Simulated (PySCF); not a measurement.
## Magnetic susceptibility: `C=C(Br)C(N)=O`, C3H4BrNO

Geometry:
| atom | x (Å) | y (Å) | z (Å) |
| --- | --- | --- | --- |
| C1 | -1.809 | -0.061 | 0.283 |
| C2 | -0.591 | 0.361 | -0.019 |
| Br3 | -0.316 | 2.164 | -0.586 |
| C4 | 0.598 | -0.549 | 0.069 |
| N5 | 1.791 | -0.021 | -0.258 |
| O6 | 0.451 | -1.699 | 0.423 |
| H7 | -1.939 | -1.082 | 0.600 |
| H8 | -2.679 | 0.569 | 0.228 |
| H9 | 2.603 | -0.613 | -0.207 |
| H10 | 1.901 | 0.934 | -0.554 |

The calculation used GIAO PBE/pcSseg-1 magnetisability, rotational g tensor and spin-rotation constants, non-relativistic, gas phase (PySCF 2.14.0). Geometry: GFN2-xTB.

The calculation is non-relativistic, which matters for the atoms heavier than Zn.

(1) What are the magnetisability and the molar susceptibility?

(2) Split it along the inertial axes a, b, c into diamagnetic and paramagnetic parts about the centre of mass, with the quadrupole moment.

(3) And the rotational g tensor?

Results:

(1) Isotropic -1059 × 10⁻³⁰ J/T², or -63.8 × 10⁻⁶ cm³/mol; principal values -1188, -1031, -958 × 10⁻³⁰ J/T², anisotropy 204 × 10⁻³⁰ J/T² (root of half the summed squared differences of the principal values). The susceptibility is in cgs units.

(2) 
```tsv
axis	χ (10⁻⁶ cm³/mol)	diamagnetic (10⁻⁶ cm³/mol)	paramagnetic (10⁻⁶ cm³/mol)	summed x² of all electrons (Å²)	quadrupole Θ (D Å)
a	-60.0	-357.4	297.4	171.6	-11.73
b	-59.7	-771.9	712.2	73.9	+14.85
c	-71.6	-1041.7	970.1	10.3	-3.12
```
Anisotropies 2χaa − χbb − χcc = +11.2 and 2χbb − χaa − χcc = +12.1 × 10⁻⁶ cm³/mol. Θ is traceless in Buckingham's convention.

(3) 
```
axis  rotational constant (GHz)        g  nuclear part  electronic part
   a                     4.5515  -0.0363        0.5996          -0.6359
   b                     1.5445  -0.0239        0.4929          -0.5168
   c                     1.1532  -0.0057        0.5199          -0.5256
```
Asymmetric top; isotopes 79Br, 12C, 1H, 14N, 16O; no vibrational averaging.
